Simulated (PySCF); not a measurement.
A geometry optimisation, step by step.

CH6OSeSi.
Atom-mapped SMILES: `[CH3:1][O:2][SiH2:3][SeH:4]` (hydrogens: H5, H6, H7 on C1; H8, H9 on Si3; H10 on Se4)

Method: PBE0-D3(BJ)/def2-SVP geometry optimisation, gas phase in PySCF; density fitting, grid level 1; the optimiser is geomeTRIC in internal coordinates, started from a GFN2-xTB structure with every atom displaced at random (about 0.01 Å). 10 of its 17 geometries are shown. The frame can shift and turn from step to step; on so coarse a grid that alone can change the energy by a few meV, and forces under 0.02 eV/Å are noise.

Step 0: E = -76382.8604 eV, largest atomic force 1.981 eV/Å
```
atom  x, y, z in Å  |  force x, y, z in eV/Å
C1     -1.464   -0.610   -0.156   -0.962   1.473  -0.273
O2     -0.101   -0.463   -0.143   -0.009  -1.190  -0.297
Si3     0.735    0.864    0.217    1.893   0.198   0.551
Se4     2.893    0.071    0.000    0.334   0.918   0.222
H5     -1.935    0.146   -0.840    0.040  -0.435   0.218
H6     -1.901   -0.440    0.838   -0.160  -0.178   0.208
H7     -1.715   -1.589   -0.514   -0.323  -0.936  -0.240
H8      0.539    1.958   -0.728   -0.251   0.539  -0.364
H9      0.520    1.320    1.615   -0.169   0.128   0.084
H10     2.479   -1.275   -0.309   -0.393  -0.518  -0.110
```

Step 2: E = -76383.0319 eV, largest atomic force 0.100 eV/Å
```
atom  x, y, z in Å  |  force x, y, z in eV/Å
C1     -1.476   -0.633   -0.217    0.035   0.012  -0.001
O2     -0.079   -0.530   -0.179    0.056  -0.054  -0.032
Si3     0.777    0.838    0.208   -0.041   0.081   0.042
Se4     2.969    0.217    0.176    0.005  -0.032  -0.022
H5     -1.926    0.097   -0.914   -0.017   0.000   0.002
H6     -1.925   -0.484    0.782   -0.024   0.008   0.001
H7     -1.742   -1.643   -0.564   -0.008   0.017   0.010
H8      0.530    1.931   -0.783   -0.004  -0.008   0.008
H9      0.385    1.344    1.561   -0.010  -0.012  -0.017
H10     2.540   -1.164   -0.093    0.008  -0.010   0.009
```

Step 4: E = -76383.0335 eV, largest atomic force 0.038 eV/Å
```
atom  x, y, z in Å  |  force x, y, z in eV/Å
C1     -1.470   -0.623   -0.221   -0.027   0.021   0.012
O2     -0.071   -0.535   -0.185   -0.017  -0.026  -0.021
Si3     0.776    0.837    0.213    0.034  -0.002   0.002
Se4     2.966    0.200    0.160    0.008   0.022  -0.007
H5     -1.915    0.103   -0.927    0.008  -0.002  -0.004
H6     -1.921   -0.455    0.774    0.006   0.002  -0.002
H7     -1.749   -1.633   -0.554    0.000  -0.011  -0.003
H8      0.524    1.935   -0.769    0.006   0.008   0.004
H9      0.381    1.327    1.569   -0.006  -0.005   0.007
H10     2.531   -1.184   -0.082   -0.013  -0.007   0.013
```

Step 5: E = -76383.0354 eV, largest atomic force 0.097 eV/Å
```
atom  x, y, z in Å  |  force x, y, z in eV/Å
C1     -1.468   -0.601   -0.233   -0.062  -0.006   0.013
O2     -0.067   -0.546   -0.205   -0.030   0.062   0.000
Si3     0.782    0.822    0.217    0.043  -0.081  -0.030
Se4     2.968    0.177    0.133   -0.006   0.041  -0.006
H5     -1.900    0.119   -0.953    0.018  -0.004  -0.007
H6     -1.913   -0.398    0.760    0.019  -0.002  -0.005
H7     -1.774   -1.611   -0.541    0.006  -0.011  -0.006
H8      0.527    1.941   -0.741    0.018   0.013   0.000
H9      0.381    1.282    1.582   -0.001  -0.006   0.019
H10     2.517   -1.212   -0.043   -0.005  -0.006   0.022
```

Step 7: E = -76383.0416 eV, largest atomic force 0.497 eV/Å
```
atom  x, y, z in Å  |  force x, y, z in eV/Å
C1     -1.488   -0.467   -0.304   -0.108  -0.141  -0.037
O2     -0.087   -0.578   -0.354   -0.067   0.462   0.169
Si3     0.814    0.716    0.220    0.013  -0.362  -0.211
Se4     2.974    0.034   -0.013   -0.102   0.077   0.045
H5     -1.877    0.226   -1.074    0.032  -0.008  -0.004
H6     -1.854   -0.115    0.681    0.037  -0.020  -0.012
H7     -1.931   -1.457   -0.489    0.014   0.000  -0.009
H8      0.600    1.960   -0.578    0.061   0.010  -0.023
H9      0.389    0.992    1.626    0.053  -0.016   0.051
H10     2.513   -1.337    0.261    0.067  -0.002   0.031
```

Step 9: E = -76383.0814 eV, largest atomic force 0.339 eV/Å
```
atom  x, y, z in Å  |  force x, y, z in eV/Å
C1     -1.660   -0.272   -0.401    0.243  -0.175  -0.059
O2     -0.275   -0.479   -0.569    0.048   0.214   0.060
Si3     0.866    0.503    0.155   -0.318   0.022   0.115
Se4     2.971   -0.235   -0.159    0.104  -0.204   0.072
H5     -2.044    0.445   -1.146   -0.042   0.041   0.016
H6     -1.909    0.101    0.610   -0.027   0.016   0.005
H7     -2.181   -1.232   -0.546    0.037   0.073  -0.002
H8      0.925    1.884   -0.412   -0.129  -0.044  -0.084
H9      0.516    0.575    1.610    0.077   0.015  -0.029
H10     2.844   -1.317    0.837    0.007   0.043  -0.094
```

Step 11: E = -76383.1025 eV, largest atomic force 0.090 eV/Å
```
atom  x, y, z in Å  |  force x, y, z in eV/Å
C1     -1.614   -0.366   -0.364    0.082  -0.035  -0.011
O2     -0.220   -0.474   -0.494   -0.012   0.025   0.011
Si3     0.852    0.610    0.169   -0.033   0.015   0.014
Se4     2.976   -0.126   -0.111   -0.012  -0.022  -0.029
H5     -2.027    0.382   -1.063   -0.016   0.011   0.007
H6     -1.920   -0.088    0.662   -0.014   0.001   0.006
H7     -2.066   -1.341   -0.600   -0.001   0.011  -0.005
H8      0.817    1.937   -0.517    0.012  -0.007   0.000
H9      0.518    0.783    1.617   -0.011  -0.007  -0.011
H10     2.736   -1.344    0.679    0.005   0.007   0.019
```

Step 12: E = -76383.1046 eV, largest atomic force 0.043 eV/Å
```
atom  x, y, z in Å  |  force x, y, z in eV/Å
C1     -1.627   -0.344   -0.375    0.034  -0.016  -0.003
O2     -0.237   -0.454   -0.525   -0.014  -0.009  -0.004
Si3     0.858    0.590    0.159   -0.002   0.040   0.016
Se4     2.967   -0.180   -0.126    0.016  -0.028  -0.002
H5     -2.048    0.425   -1.047   -0.006   0.007   0.005
H6     -1.921   -0.093    0.661   -0.003  -0.003   0.002
H7     -2.087   -1.310   -0.632   -0.004   0.006  -0.007
H8      0.864    1.926   -0.510   -0.011  -0.004  -0.003
H9      0.526    0.745    1.609   -0.005   0.002  -0.003
H10     2.758   -1.333    0.764   -0.006   0.005   0.000
```

Step 14: E = -76383.1062 eV, largest atomic force 0.065 eV/Å
```
atom  x, y, z in Å  |  force x, y, z in eV/Å
C1     -1.615   -0.360   -0.373   -0.057   0.024   0.018
O2     -0.227   -0.426   -0.546    0.008  -0.030  -0.018
Si3     0.863    0.619    0.139    0.032  -0.006  -0.011
Se4     2.960   -0.211   -0.094   -0.007   0.022   0.016
H5     -2.063    0.467   -0.953    0.010  -0.003  -0.004
H6     -1.901   -0.225    0.687    0.009  -0.005  -0.006
H7     -2.061   -1.302   -0.727    0.003  -0.004  -0.006
H8      0.894    1.939   -0.557    0.010   0.001   0.002
H9      0.507    0.805    1.579   -0.003   0.005   0.006
H10     2.696   -1.333    0.821   -0.004  -0.004   0.003
```

Step 16: E = -76383.1063 eV, largest atomic force under 0.02 eV/Å
```
atom  x, y, z in Å  |  force x, y, z in eV/Å
C1     -1.609   -0.361   -0.385   -0.005   0.004   0.004
O2     -0.221   -0.425   -0.563    0.009   0.003   0.000
Si3     0.865    0.621    0.133   -0.014  -0.013  -0.002
Se4     2.962   -0.219   -0.043   -0.005   0.008   0.013
H5     -2.056    0.492   -0.928    0.003   0.000  -0.005
H6     -1.890   -0.271    0.682   -0.001   0.002  -0.004
H7     -2.059   -1.285   -0.777    0.005   0.001  -0.003
H8      0.919    1.936   -0.572    0.006  -0.001  -0.005
H9      0.479    0.823    1.564   -0.002   0.001  -0.001
H10     2.664   -1.337    0.866    0.004  -0.005   0.003
```

**Question.** Summarise the path.

**Answer.** The energy falls by 5.67 kcal/mol from step 0 to step 16; nine tenths of that is first reached at step 10. It never rises by more than 0.2 meV. The largest force goes from 1.981 to under 0.02 eV/Å. Among the bonds O2–Si3 changes most, from 1.609 to 1.661 Å; the atoms move by 0.422 Å rms after alignment.

**Question.** Follow the three bonds and two angles with the largest change from start to end.

**Answer.** 
```
step  E above end (kcal/mol)  largest force (eV/Å)  O2–Si3 (Å)  Si3–Se4 (Å)  Si3–H8 (Å)  O2–Si3–Se4 (°)  O2–Si3–H9 (°)
   0                    5.67                 1.981       1.609        2.310       1.459           100.4          112.9
   1                    2.04                 0.455       1.664        2.286       1.496           107.7          109.6
   2                    1.72                 0.100       1.660        2.279       1.496           105.5          110.8
   3                    1.70                 0.060       1.660        2.280       1.495           105.0          110.8
   4                    1.68                 0.038       1.661        2.281       1.495           104.7          110.7
   5                    1.64                 0.097       1.664        2.281       1.495           104.3          110.3
   6                    1.57                 0.208       1.669        2.280       1.494           104.0          109.6
   7                    1.49                 0.497       1.679        2.277       1.494           104.1          108.1
   8                    1.27                 0.429       1.677        2.275       1.494           104.9          108.2
   9                    0.58                 0.339       1.670        2.253       1.494           112.7          106.9
  10                    0.27                 0.108       1.661        2.267       1.495           109.7          108.9
  11                    0.09                 0.090       1.662        2.265       1.494           110.1          108.5
  12                    0.04                 0.043       1.660        2.264       1.494           110.4          108.5
  13                    0.02                 0.027       1.660        2.265       1.493           110.1          108.6
  14                    0.00                 0.065       1.659        2.267       1.493           109.5          108.6
  15                    0.00                 0.057       1.659        2.267       1.493           109.5          108.6
  16                    0.00            under 0.02       1.661        2.265       1.493           109.8          108.5
```

What follows is the cost of the whole optimisation. The run took 70 s wall on an Arm Neoverse V1 with one thread, no GPU, on a shared host, and the process peaked at 0.44 GiB of memory.
